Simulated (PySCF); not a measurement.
Molfile (atoms numbered from 1):
```
C4H10N2OSi2
     RDKit          3D

 19 19  0  0  0  0  0  0  0  0999 V2000
    2.4602    0.9637   -0.6398 C   0  0  0  0  0  0  0  0  0  0  0  0
    1.3561    0.3305   -0.0595 O   0  0  0  0  0  0  0  0  0  0  0  0
    0.0095   -0.2441   -0.8408 Si  0  0  2  0  0  4  0  0  0  0  0  0
   -1.4709    0.9229   -0.7125 C   0  0  0  0  0  0  0  0  0  0  0  0
   -2.7568    0.0845   -0.5275 C   0  0  2  0  0  0  0  0  0  0  0  0
   -3.8851    0.8328   -0.0087 C   0  0  0  0  0  0  0  0  0  0  0  0
   -4.7792    1.4203    0.4376 N   0  0  0  0  0  0  0  0  0  0  0  0
   -2.2927   -1.4332    0.5513 Si  0  0  0  0  0  4  0  0  0  0  0  0
   -0.6522   -1.6068   -0.0016 N   0  0  0  0  0  0  0  0  0  0  0  0
    2.6492    0.6172   -1.6729 H   0  0  0  0  0  0  0  0  0  0  0  0
    3.3578    0.7484   -0.0393 H   0  0  0  0  0  0  0  0  0  0  0  0
    2.3270    2.0596   -0.6681 H   0  0  0  0  0  0  0  0  0  0  0  0
    0.4350   -0.5410   -2.2456 H   0  0  0  0  0  0  0  0  0  0  0  0
   -1.2974    1.5448    0.1825 H   0  0  0  0  0  0  0  0  0  0  0  0
   -1.5629    1.6145   -1.5649 H   0  0  0  0  0  0  0  0  0  0  0  0
   -3.0624   -0.3420   -1.5001 H   0  0  0  0  0  0  0  0  0  0  0  0
   -3.1455   -2.6159    0.2331 H   0  0  0  0  0  0  0  0  0  0  0  0
   -2.4330   -1.1181    2.0047 H   0  0  0  0  0  0  0  0  0  0  0  0
   -0.0875   -2.4187    0.2242 H   0  0  0  0  0  0  0  0  0  0  0  0
  1  2  1  0
  2  3  1  0
  3  4  1  0
  4  5  1  0
  5  6  1  0
  6  7  3  0
  5  8  1  0
  8  9  1  0
  9  3  1  0
  1 10  1  0
  1 11  1  0
  1 12  1  0
  3 13  1  6
  4 14  1  0
  4 15  1  0
  5 16  1  6
  8 17  1  0
  8 18  1  0
  9 19  1  0
M  END
```

Geometry: PBE0-D3(BJ)/def2-SVP; GIAO shifts from PySCF 2.14, gas phase, non-relativistic, averaged over equivalent atoms.

At PBE0/pcSseg-1 (217 basis functions, 82 s wall time on 1 thread of an Arm Neoverse N1, shared host):
```
      atoms  δ (ppm)
         C6    125.4
         C1     52.6
         C4     15.0
         C5      8.8
         O2     36.0
        Si3      1.6
        Si8    -21.6
         N7    300.9
         N9     33.7
        H13     5.00
        H18     4.87
        H17     4.84
H10/H11/H12     3.67
        H16     1.77
        H15     1.33
        H14     0.85
        H19     0.62
```

Scale: TMS for 13C (184.41 ppm) and 29Si (351.99 ppm) and 1H (31.27 ppm); 17O (334.56 ppm) against H2O; 15N (265.67 ppm) against NH3 (reference shieldings calculated alike).

Predict the values at wB97X-D/pcSseg-1 on the same geometry.

Answers


```
      atoms  δ at wB97X-D/pcSseg-1  change
         C6                  126.7    +1.3
         C1                   52.7    +0.1
         C4                   14.7    -0.3
         C5                    7.8    -1.0
         O2                   30.2    -5.8
        Si3                    1.5    -0.1
        Si8                  -20.9    +0.7
         N7                  298.7    -2.2
         N9                   29.9    -3.8
        H13                   4.90   -0.10
        H18                   4.78   -0.09
        H17                   4.75   -0.09
H10/H11/H12                   3.63   -0.04
        H16                   1.62   -0.15
        H15                   1.28   -0.05
        H14                   0.83   -0.02
        H19                   0.59   -0.03
```

Scale: 13C (184.54 ppm), 29Si (352.93 ppm), 1H (31.38 ppm) vs TMS; 17O (333.19 ppm) vs H2O; 15N (263.98 ppm) vs NH3 (reference shieldings calculated alike).

The largest change is at O2 (oxygen bonded to C, Si). Cost: 217 basis functions, 100 s wall time on 1 thread of an Arm Neoverse N1, shared host. The order of the carbon signals is the same at both levels.

Experimental scales use liquid or dissolved standards, which lie at an offset from isolated NH3 (liquid NH3: subtract about 20 ppm) and H2O (liquid H2O: subtract about 36 ppm). Unscaled 15N shifts of sp2 nitrogen come out 20 to 40 ppm too high even then.
